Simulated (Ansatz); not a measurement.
Calculated with Ansatz (gas phase, PBE0-D4/def2-TZVP geometries, no zero-point term in ΔE). CCSD(T)/CBS adds triple-zeta CCSD(T) − MP2 to the extrapolated MP2 energy (def2 sets, frozen cores). Functionals use def2-TZVPP. B3LYP here is the variant with VWN-RPA as its local correlation; programs differ in this. HSE06 is defined as in plane-wave codes. def2 core potentials past Kr. For Ge, Te outer-core shells are correlated without core-valence functions, which leaves a few kJ/mol of doubt a bond. Scalar relativity is left out up to krypton. One conformer a species, not always the lowest.

Reaction (formal exchange of groups at a Te–Ge bond): `[CH3][GeH2][TeH]` + `OCF` → `OC(F)[TeH]` + `[CH3][GeH3]`

`[CH3][GeH2][TeH]`:

Cartesian coordinates in Å:
```
C 0.427 0.940 0.773
Ge 0.366 -0.754 -0.191
Te -2.035 -1.344 -0.871
H 1.452 1.158 1.080
H -0.209 0.886 1.656
H 0.070 1.746 0.131
H 0.807 -1.927 0.703
H 1.258 -0.705 -1.445
H -2.137 0.000 -1.837
```

`OCF`:

Cartesian coordinates in Å:
```
O 0.780 0.748 0.040
C -0.297 -0.073 -0.161
F -0.932 -0.361 1.032
H 1.477 0.255 0.484
H -0.023 -1.037 -0.603
H -1.005 0.467 -0.792
```

`OC(F)[TeH]`:

Cartesian coordinates in Å:
```
O 0.921 0.713 1.021
C -0.192 0.317 0.350
F -0.749 -0.799 0.915
Te 0.271 -0.135 -1.748
H 1.607 0.043 0.919
H -0.921 1.123 0.400
H -0.938 -1.261 -1.857
```

`[CH3][GeH3]`:

Z-matrix (Å, degrees):
```
C
Ge 1 1.953
H 1 1.091 2 110.3
H 1 1.090 2 110.3 3 120.0
H 1 1.090 2 110.3 3 -120.0
H 2 1.539 1 110.4 3 -59.8
H 2 1.539 1 110.4 3 60.2
H 2 1.539 1 110.4 3 -179.8
```

**Question.** Is it downhill or uphill in electronic energy at CCSD(T)/CBS, and by how much? (Best estimate.)

**Answer.** Computed: Uphill: ΔE = +115.3 kJ/mol.

**Question.** What do these levels give: LDA (SPW92), PBE0-D4, PBE0, B3LYP, r2SCAN0, HSE06, CAM-B3LYP, LC-ωPBE, MP2/def2-SVP, HF/def2-TZVPP, CCSD(T)/def2-TZVPP, MP2/CBS(def2)? (Best estimate.)

**Answer.** Ansatz gave: LDA (SPW92) 97.3, PBE0-D4 115.9, PBE0 115.2, B3LYP 111.1, r2SCAN0 117.4, HSE06 115.2, CAM-B3LYP 110.5, LC-ωPBE 114.9, MP2/def2-SVP 120.6, HF/def2-TZVPP 133.3, CCSD(T)/def2-TZVPP 113.5, MP2/CBS(def2) 121.7 kJ/mol.

**Question.** What do rigid-rotor, harmonic-oscillator terms from PBE0-D4/def2-TZVP frequencies (298.15 K, 1 bar) make of the CCSD(T)/CBS value? (An estimate is asked.)

**Answer.** The calculation gave: ΔZPE = -9.9 kJ/mol, ΔH = +104.7 kJ/mol, ΔS = -16 J/(mol·K), ΔG = +109.4 kJ/mol.

Largest T1 diagnostic among the species: 0.012.

From BLYP to BHLYP (50 % exact exchange), in def2-TZVPP and without D4, ΔE moves by +18.3 kJ/mol. Leaving LDA and LC-ωPBE aside and taking each functional with its dispersion term where it has one, the values, not all of them listed here, spread over 22.8 kJ/mol, from B97M-V to BHLYP-D4. LDA lies −7.2 kJ/mol from PBE without D4. In def2-TZVPP, CCSD(T) changes the Hartree–Fock value by −19.8 kJ/mol (the triples alone add −3.9 kJ/mol) and MP2 by −13.4 kJ/mol.
